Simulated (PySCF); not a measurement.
Diatomics of Gd with the halogens

HF with double-zeta basis sets in PySCF, for the lowest determinant that a PBE0 search found; no spin–orbit coupling. De refers to high-spin ground-configuration atoms. A positive dipole means M(−)Gd(+).

```
 M       basis  reference  state (unpaired electrons)  Re (Å)  ωe (cm⁻¹)  De (eV)  μ (D)
 F  x2c-SVPall       ROHF    octet (f population 7.1)   1.992        609      n/a   2.21
Cl  x2c-SVPall       ROHF    octet (f population 7.0)   2.487        342      n/a   3.13
Br  x2c-SVPall       ROHF    octet (f population 7.0)   2.652        227      n/a   3.35
```

The shortest bond is that of GdF (1.992 Å), the longest that of GdBr (2.652 Å).

Down a group the atoms grow and get heavier, so bonds lengthen and wavenumbers fall; this series shows no clear exception.

These are scalar-relativistic numbers at best; spin–orbit coupling would shift them, the dissociation energy most. UHF is strongly spin-contaminated for GdBr, so the ROHF reference used there is far from stable. Hartree–Fock leaves out correlation, which carries a large part of most bond energies and some tenths to 1 eV of ionisation energies. The state is the lowest single determinant that the PBE0 search found; with open d or f shells the true ground state can be another one.
